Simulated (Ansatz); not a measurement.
Several settings on one geometry of [InCl4]- (InCl4⁻) (that of the charge -1 singlet, PBE-D4/def2-SVPD). Ansatz on 4 threads of Intel Xeon on a shared host; times are rough.

Cartesian coordinates in Å:
```
In 0.000 0.000 0.000
Cl 0.011 -0.017 2.432
Cl 2.290 0.011 -0.821
Cl -1.155 1.989 -0.792
Cl -1.146 -1.983 -0.819
```

Totals from different functionals, basis sets or treatments of relativity can't be compared as stabilities.

DK, ANO-RCC and x2c sets are all-electron and run with scalar relativity unless a key says otherwise. In the def2 sets In takes a core potential; there is no spin–orbit coupling.

The spins typed aren't always the lowest for that charge.

Problem. Give the basis size and estimate the energy, ⟨S²⟩ and time of these runs.

```
run                   method  charge    state                                                                                                further keys
  1  RKS revPBE/x2c-TZVPPall      -1  singlet                                                                 scf: {omitted_lower_state_checks: [starts]}
  2  RKS B97M-V/ANO-RCC-VTZP      -1  singlet                                                                            scf: {lower_state_search: light}
  3     RKS B3LYP5/def2-SVPD      -1  singlet  final_grid: {core_spheres: 5, valence_spheres: 4, degree: 11}; scf: {omitted_lower_state_checks: [starts]}
  4    ROKS RPBE/def2-mTZVPP      -1  triplet                                                                                                forces asked
```

Solution. 
```tsv
run	functions	energy (Eh)	⟨S²⟩	wall time
1	228	-7727.4203	–	4.2 s
2	204	-7726.2402	–	28 s
3	140	-2030.4944	–	3.2 s
4	144	-2031.0172	–	78 s
```

The highest occupied level of an anion often lies above zero with these methods, and sets without diffuse functions describe the outer electron poorly.
